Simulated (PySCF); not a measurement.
C2H8ClNSi. Atoms are numbered in the order given.

```xyz
13

C     -2.0110     1.3976     0.5229
C     -1.1992     0.1799     0.0702
N     -1.2317    -0.8565     1.1007
Si     0.6049     0.6790    -0.2092
Cl     1.6865    -1.0584    -0.6502
H     -1.6328     1.7862     1.4818
H     -3.0697     1.1226     0.6737
H     -1.9875     2.2071    -0.2244
H     -1.5976    -0.1512    -0.9163
H     -0.7034    -1.6771     0.8033
H     -2.1903    -1.1673     1.2676
H      1.1964     1.2971     1.0058
H      0.7281     1.6011    -1.3719
```

Geometry optimised at B3LYP-D3(BJ)/def2-SVP. The structure was generated by enumeration; whether it is a known compound was not checked. Other conformers were not sampled.

All values below come from PySCF with PBE/def2-TZVP.

Gas-phase values at a fixed geometry.

```json
{
 "total_energy": "-885.06888 hartree",
 "highest_occupied_level": "-5.62 eV",
 "lowest_empty_level": "-0.70 eV",
 "orbital_gap": "4.92 eV",
 "dipole_moment": "2.11 D",
 "quadrupole, principal values (traceless, Buckingham form, about the centre of nuclear charge)": "-5.34, -0.21, 5.55 D·Å",
 "mean_static_polarisability": "73.6 bohr³ (10.91 Å³)",
 "polarisability_principal_values": "61.6, 72.9, 86.4 bohr³"
}
```
